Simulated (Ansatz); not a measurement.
Species: CuBr₂, net charge -1, singlet state. 
Structure (B3LYP-D3(BJ)/def2-TZVP (Ansatz, a program for electronic structure) minimum search):
```
Cu
Br 1 2.2991
Br 1 2.2991 2 180.00
```
Charge -1, spin multiplicity 1.

Property: vertical ionisation energy (to the doublet state of charge +0; each state is the SCF solution reached for its spin; for the doublet the Hartree-Fock reference is unstable and T1 is 0.064), in eV. Cores are frozen in the correlated levels unless marked. Open shells are spin-unrestricted. Spin-orbit coupling is left out. Frozen are the shells of the preceding noble gas and the d and f shells that filled before the atom's block. No relativistic terms. Anions need diffuse functions: def2-D sets add few. 

```
level                 program  vertical ionisation energy (eV)
--------------------  -------  -------------------------------
SVWN5/def2-TZVPD       Ansatz                             4.23
PBE/def2-TZVPD         Ansatz                             3.97
r2SCAN/def2-TZVPD      Ansatz                             4.07
B3LYP/def2-TZVPD       Ansatz                             4.33
PBE0/def2-TZVPD        Ansatz                             4.34
BHLYP/def2-TZVPD       Ansatz                             4.32
CAM-B3LYP/def2-TZVPD   Ansatz                             4.64
wB97M-V/def2-TZVPD     Ansatz                             4.67
wB97X-V/def2-TZVPD     Ansatz                             4.69
CCSD/def2-SVPD         Ansatz                             4.54
CCSD(T)/def2-SVPD      Ansatz                             4.63
```
